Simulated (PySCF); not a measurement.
**Name the molecule from its bond curve**

A diatomic of charge -1 contains Be. Its singlet curve at RHF-CCSD(T) in a double-zeta basis (no relativity, PySCF), in eV from the separated fragments:

R (Å), E (eV) and a bar:
```
    2.680     -0.010 ##############################
    2.799     -0.043 ###############
    2.889     -0.058 ########
    2.978     -0.067 ####
    3.067     -0.073 #
    3.187     -0.076 
    3.335     -0.075 
    3.514     -0.072 ##
```

The fit gives ωe = 106 cm⁻¹ and the rotational constant Bₑ = 0.4071 cm⁻¹.

Question: Which atom is the partner?

Answer: The minimum lies at 3.240 Å, so the reduced mass is 16.8576 u Å² cm⁻¹/(Bₑ·Re²) = 3.945 u. With Be at 9.01 u the partner weighs about 7.0 u: Li. The molecule is LiBe⁻.

Correlated steps freeze no core orbitals. The CCSD T1 diagnostic is raised, a sign that a single reference may not be enough here.
